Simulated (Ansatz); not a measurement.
Consider the substitution at a C–In bond: `O[CH2][InH][I]` + `N[SiH2]S` → `OCN[SiH2]S` + `[InH2][I]`.

Computed with Ansatz on PBE0-D4/def2-TZVP structures; ΔE is electronic, products minus reactants. CCSD(T)/CBS is the MP2 limit (def2-TZVPP, def2-QZVPP) plus CCSD(T) − MP2 in def2-TZVPP, frozen cores. DFT in def2-TZVPP. B3LYP here is the variant with VWN-RPA as its local correlation; programs differ in this. Elements past krypton have def2 core potentials. For I, In outer-core shells are correlated without core-valence functions, which leaves a few kJ/mol of doubt a bond. Each species was taken in one conformer, which may not be the lowest.

`O[CH2][InH][I]`:

```xyz
8

O     0.983   -1.083    0.818
C     0.007   -0.098    1.016
In   -0.911    0.516   -0.859
I     1.079    0.068   -2.646
H     1.527   -0.847    0.055
H     0.408    0.803    1.500
H    -0.759   -0.514    1.673
H    -2.334    1.155   -1.557
```

`N[SiH2]S`:

```xyz
8

N     1.010    0.008    1.013
Si   -0.383    0.253    0.060
S    -0.471   -1.136   -1.580
H     0.955   -0.520    1.867
H     1.934   -0.013    0.615
H    -0.415    1.605   -0.555
H    -1.533    0.083    0.982
H    -1.097   -0.279   -2.403
```

`OCN[SiH2]S`:

Z-matrix (Å, degrees):
```
C
N 1 1.438
O 1 1.405 2 114.2
H 1 1.092 2 110.4 3 118.7
H 1 1.099 2 107.7 3 -123.8
Si 2 1.711 1 121.7 3 86.3
H 2 1.009 1 113.2 3 -64.1
H 3 0.965 1 107.4 2 -59.2
S 6 2.164 2 113.3 1 -50.1
H 6 1.483 2 110.9 1 67.3
H 6 1.481 2 106.9 1 -169.8
H 9 1.342 6 94.2 2 106.8
```

`[InH2][I]`:

```xyz
4

In   -0.242    0.204   -0.061
I     1.766   -1.485    0.445
H    -0.202    1.628    0.882
H    -1.322   -0.346   -1.266
```

(1) Is it downhill or uphill in electronic energy at CCSD(T)/CBS, and by how much? (An estimate is asked.)

(2) What do these levels give: PBE0-D4, B3LYP-D4, PBE, B3LYP, SCS-MP2/def2-TZVPP, CCSD(T)/def2-TZVPP, HF/def2-QZVPP, MP2/def2-QZVPP, SCS-MP2/def2-QZVPP, HF/CBS(def2), MP2/CBS(def2), CCSD/CBS(def2)? (An estimate is asked.)

Largest T1 diagnostic among the species: 0.012.

Results:

(1) Computed: Uphill: ΔE = +0.13 eV.

(2) Ansatz gave: PBE0-D4 0.05, B3LYP-D4 0.08, PBE 0.14, B3LYP 0.11, SCS-MP2/def2-TZVPP 0.08, CCSD(T)/def2-TZVPP 0.05, HF/def2-QZVPP -0.11, MP2/def2-QZVPP 0.17, SCS-MP2/def2-QZVPP 0.12, HF/CBS(def2) -0.11, MP2/CBS(def2) 0.20, CCSD/CBS(def2) 0.11 eV.

In def2-TZVPP, CCSD(T) changes the Hartree–Fock value by +0.17 eV (the triples alone add +0.02 eV) and MP2 by +0.25 eV. From PBE to PBE0 (25 % exact exchange), in def2-TZVPP and without D4, ΔE moves by −0.07 eV.
